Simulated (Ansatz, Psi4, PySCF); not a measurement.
silicon monoxide (OSi), singlet, geometry from GFN2-xTB. Base run: REVPBE/aug-cc-pVDZ (PySCF).

Here is a job for PySCF.
```python
from pyscf import gto, scf, dft

mol = gto.M(
    atom='''
Si   -0.00000000   -0.00000000   -0.54858264
O     0.00000000    0.00000000    0.96001962
''',
    basis='aug-cc-pvdz',
    verbose=3,
)

mf = dft.RKS(mol)
mf.xc = 'revpbe'
mf.kernel()
```

The same geometry, method and basis name were run in Ansatz (a program for electronic structure) and Psi4 and PySCF, at each program's defaults and at the settings that a row names. The base is PySCF at its defaults. Differences at the defaults can come from grids, fitting, cores and function types together.

```csv
code and settings,ΔE vs base (mEh),basis functions,E (Eh),SCF cycles,dipole (D)
"PySCF, defaults (exact integrals, its default grid, spherical functions)",0.000,50,-364.64686,10,2.73
"Psi4, defaults (density fitting with its default set, its default grid, spherical functions)",-0.019,50,-364.64688,9,2.73
"Ansatz, defaults (factorised integrals, its default grid, spherical functions)",-0.002,50,-364.64686,-,-
"PySCF, density fitting with def2-universal-jkfit",-0.032,50,-364.64689,10,2.73
"PySCF, fine grid",-0.001,50,-364.64686,10,2.73
"Psi4, exact integrals, spherical functions, fine grid",-0.001,50,-364.64686,12,2.73
"Ansatz, high accuracy",-0.001,50,-364.64686,-,-
```
